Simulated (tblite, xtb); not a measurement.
F5V, triplet, geometry from GFN2-xTB (such geometries of metal compounds can be far from the true shape) (the multiplicity is a formal guess). Base run: GFN1-xTB (xtb 6.7.1).

The xtb input:
```
$ xtb mol.xyz --gfn 1 --uhf 2 --json

# file mol.xyz
6

V     -0.06288497     0.02380204     0.08181286
F      1.20972327    -0.74300810     1.27915267
F     -1.33188431     0.78924621    -1.12022211
F      0.34042144     1.48956341     0.59064230
F      0.98234230    -0.37181783    -1.27801965
F     -1.03989665    -1.22481113     0.31936948
```

Programs used: tblite, xtb; a row that names a program was run with it.

Variants of this job, named by their change:

| change | ΔE vs base (kJ/mol) | dipole (D) | G_solv (kcal/mol) | SCF cycles |
|---|---|---|---|---|
| base | 0.00 | 0.74 | - | 57 |
| acc = 0.1 | 0.00 | 0.74 | - | 58 |
| alpb = methanol | -0.15 | 0.78 | -0.06 | 36 |
| etemp = 10 | 2.38 | 0.70 | - | 121 |
| program = tblite; method = gfn1; option = (--alpb, water) | 16.47 | - | - | - |
| program = tblite; method = gfn1; option = --grad | -0.01 | - | - | - |
| gbsa = chcl3 | -14.12 | 0.78 | -3.39 | 50 |
| program = tblite; method = gfn1 | -0.01 | - | - | - |
| etemp = 1000 | -13.35 | 0.73 | - | 63 |

ALPB and GBSA are two models with their own fitted parameters for each solvent, which aren't always the measured dielectric constant.
